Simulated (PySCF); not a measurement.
Correlation energy of Se⁺ (selenium, charge +1)

[Ar] 3d10 4s2 4p3, high-spin 4S determinant. Calculation: PySCF 2.14, in jorge-DZP-DKH (8s6p2d1f, 43 functions); the spin-free X2C one-electron Hamiltonian (Gaussian nucleus). Frozen: [Ar] 3d10; 5 electrons correlated.

MP2 pair energies summed by pair of shells (mhartree):

```json
{"pair": "4s-4p", "energy": "-17.55", "share (%)": "64.8"}
{"pair": "4s-4s", "energy": "-5.36", "share (%)": "19.8"}
{"pair": "4p-4p", "energy": "-4.15", "share (%)": "15.3"}
```

Total MP2 correlation energy: -27.06 mhartree.

Same-spin part -5.93 and opposite-spin part -21.13 mhartree; SCS-MP2 scales them by 1/3 and 6/5 to -27.33 mhartree.

```tsv
level	correlation energy (mhartree)
CCSD	-32.69
(T)	-0.20
CCSD(T)	-32.89
```

Diagnostics: T1 = 0.0020, D1 = 0.0047, largest double amplitude 0.023.

Cost of the coupled-cluster step: 0.32 s of wall time on 1 thread of Neoverse-V1 (shared host), for 5 correlated electrons.
